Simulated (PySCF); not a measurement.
Species: C3H10N2Si2.
Structure used (PBE0-D3(BJ)/def2-SVP), in Å, numbered top down from 1:
```
atom  x, y, z in Å
N1    -3.3102    1.3031   -0.1848
C2    -2.3539    0.6778    0.3661
C3    -1.0260    0.3044   -0.2153
C4     0.1606    0.4624    0.7582
Si5    1.6225   -0.5374    0.0926
N6     0.7225   -1.7907   -0.7247
Si7   -0.9923   -1.5078   -0.8283
H8    -3.0481    1.5791   -1.1396
H9    -2.5160    0.3274    1.4035
H10   -0.8520    0.9128   -1.1225
H11   -0.1074    0.0381    1.7426
H12    0.4035    1.5236    0.9313
H13    2.4892    0.2639   -0.8314
H14    2.5063   -1.0684    1.1770
H15    1.1618   -2.6191   -1.1106
H16   -1.8092   -2.3998    0.0551
H17   -1.5349   -1.6265   -2.2166
```

NICS = −σ at a ghost point: NICS(0) at the centroid of the ring atoms, NICS(1) 1 Å to either side along the normal of their mean plane, zz for the tensor component along that normal. Level: GIAO CAM-B3LYP/pcSseg-1 (PySCF, non-relativistic, gas phase) on the PBE0-D3(BJ)/def2-SVP geometry, one conformer.

Ring bond lengths (Å): C3–C4 1.543, C4–Si5 1.892, Si5–N6 1.746, N6–Si7 1.741, Si7–C3 1.913.

Q: Give the NICS values of each ring in ppm.

A: 
```
            ring                                                      type  NICS(0)  NICS(1), two faces  NICS(1)zz, two faces  rms pucker (Å)  centre to ring atoms, mean (Å)
C3–C4–Si5–N6–Si7  5-membered ring with N and 2 Si; formal bonds all single     -5.6         -2.9 / -3.2           -0.7 / -1.4            0.17                            1.48
```

Q: What do they say, and how far can they be read as aromaticity?

A: 
- C3–C4–Si5–N6–Si7: mean NICS(1)zz -1.1 ppm, near zero. C3, C4, Si5, Si7 have four or more neighbours, so the value isn't read as a sign of a π ring current.

Q: At the first NICS(1) probe listed for ring C3–C4–Si5–N6–Si7, 1 Å off the ring, how large is the induced field along the normal in 14.1 T applied along it?

A: NICSzz × B0 = -0.7 ppm × 14.1 T = -10 μT, against the applied field.

Q: List the ring angles.

A: 
- C3–C4–Si5–N6–Si7: C3 106.6°, C4 108.6°, Si5 98.4°, N6 114.8°, Si7 98.8°; sum 527.0° against 540° for a flat convex ring.

Q: How shielded are the nuclei of the rings and their hydrogens (means over atoms taken as equivalent)?

A: 
| atoms | environment | σ isotropic (ppm) | principal values of the symmetric part, first atom (ppm) |
| --- | --- | --- | --- |
| C3 | sp3 carbon bound to silicon | 143.6 | 123.3, 128.4, 179.3 |
| C4 | sp3 carbon bound to silicon | 171.7 | 160.1, 168.9, 186.0 |
| Si5 | SiH2 silicon | 363.2 | 317.5, 349.4, 422.8 |
| N6 | nitrogen bridging silicon atoms | 257.1 | 229.8, 239.4, 302.1 |
| Si7 | SiH2 silicon | 365.9 | 322.4, 346.4, 429.0 |
| H10 | methine hydrogen | 29.68 | 26.7, 28.4, 34.0 |
| H11 | methylene hydrogen | 30.22 | 26.3, 27.8, 36.6 |
| H12 | methylene hydrogen | 30.22 | 25.5, 27.6, 37.5 |
| H13 | Si–H hydrogen | 26.57 | 23.2, 24.0, 32.5 |
| H14 | Si–H hydrogen | 26.46 | 23.3, 23.9, 32.2 |
| H15 | N–H hydrogen | 31.60 | 22.6, 27.4, 44.8 |
| H16 | Si–H hydrogen | 26.78 | 23.5, 24.5, 32.3 |
| H17 | Si–H hydrogen | 26.66 | 23.4, 24.5, 32.1 |

Q: How do the values depend on the level or the medium?

A: 
```csv
level,"NICS(0), C3–C4–Si5–N6–Si7","mean NICS(1)zz, C3–C4–Si5–N6–Si7"
"CAM-B3LYP/pcSseg-1, gas",-5.6,-1.1
"PBE0/pcSseg-1, gas",-6.0,-1.3
"PBE0/pcSseg-1, IEF-PCM benzene",-5.9,-1.3
"PBE0/pcSseg-1, IEF-PCM methanol",-5.9,-1.3
```

The geometry is the same throughout; the continuum's cavity takes Bondi-type radii × 1.2.
